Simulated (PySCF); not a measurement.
## Correlation energy of Au⁺ (gold, charge +1)

[Xe] 4f14 5d9 6s1, high-spin 3D determinant (an excited configuration). Calculation: PySCF 2.14, in def2-TZVPPD with the def2 core potential (60 electrons) (6s5p3d2f1g, 59 functions); a scalar-relativistic core potential. Frozen: nothing; 18 electrons correlated.

```
  level  correlation energy (mhartree)
   CCSD                        -497.26
    (T)                         -14.03
CCSD(T)                        -511.29
```

Diagnostics: T1 = 0.0087, D1 = 0.0328, largest double amplitude 0.024.

**Question.** Is a single reference adequate?

**Answer.** Yes, within this model without spin-orbit coupling: T1 lies below 0.03 and no double amplitude reaches 0.07.

The basis has no tight functions for the innermost shells, so their pair energies are far from complete.

This basis was not built for core-valence correlation, so the inner-shell part is incomplete.
